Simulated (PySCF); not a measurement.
## [EuI2]+ at several levels of theory

Computed with PySCF 2.14.0 (density fitting, no spin-orbit coupling) at the geometry relaxed with PBE0:

```xyz
3
[EuI2]+ (singlet in the valence; each metal's 4f electrons, 6 of them, lie in its core potential, out of spins and levels)
Eu    0.0000    0.0000   -1.0389
I     2.2253    0.0000    0.5973
I    -2.2253    0.0000    0.5973
```

| level | basis | state | HOMO (eV) | gap (eV) | charge on Eu1 (e) | population of f-type functions on Eu1 (polarisation alone where 4f lies in the core) | dipole about the centre of mass (D) | largest force component (eV/Å) |
| --- | --- | --- | --- | --- | --- | --- | --- | --- |
| PBE0 | Eu lcecp-1-SVP with ECP52, I def2-SVP with ECP28 | singlet | -11.81 | 4.24 | 1.11 | 0.03 | 7.82 | 0.01 |
| revPBE | the same | singlet | -10.73 | 2.59 | 1.01 | 0.03 | 7.18 | 0.34 |
| PBE0 | Eu lcecp-1-TZVP with ECP52, I def2-TZVP with ECP28 | singlet | -11.75 | 4.30 | 1.38 | 0.03 | 7.58 | 0.07 |

In the lcecp rows the 4f levels are missing from HOMO and gap, and the state counts the valence alone.

Charges are Mulliken's, which hang on the basis. The relaxation used the grid (50, 194), these runs (75, 302) or, all-electron (x2c bases, spin-free X2C Hamiltonian), (99, 590).

Task: What does M06-L with Eu lcecp-1-SVP with ECP52, I def2-SVP with ECP28 give here?

Result: state singlet, HOMO (eV) -10.73, gap (eV) 3.26, charge on Eu1 (e) 1.13, population of f-type functions on Eu1 (polarisation alone where 4f lies in the core) 0.03, dipole about the centre of mass (D) 7.64, largest force component (eV/Å) 0.39. Time: 9 s on 2 threads of Intel(R) Xeon(R) CPU @ 2.80GHz (Skylake/Cascade Lake), with other jobs on the host, from an already converged density.

In the first row's basis the gap widens with exact exchange: 2.6 to 3.3 eV for revPBE, M06-L (none); 4.2 eV for PBE0 (a fixed share).

An lcecp potential fixes the number of 4f electrons, so in runs with it no electron can move into or out of that shell.
